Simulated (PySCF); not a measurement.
**How methods differ on the excitation energy of Kr(2+)**

Kr(2+) [Ar] 3d10 4s2 4p4 (3P) → Kr(2+) [Ar] 3d10 4s1 4p4 5s1 (5P), as a difference of total energies. Calculation: PySCF 2.14, in aug-cc-pVQZ-PP with one added diffuse shell each of s, p, d, f, g type with ECP10MDF (8s7p6d4f3g, 114 functions); scalar relativity through the core potential. Correlated levels: valence: 3s2 3p6 3d10 frozen. The calculations carry no spin-orbit coupling.

```tsv
method	excitation energy (cm⁻¹)
UHF	262070
LDA	267780
PBE	264970
PBE0	266620
r2SCAN	267580
BP86	265740
BHandHLYP	269980
MN15	260710
MP2 (valence)	261720
SCS-MP2 (valence)	263260
```

The promoted electron is Rydberg-like, and one or two diffuse shells describe it only roughly, which tends to raise the upper state.
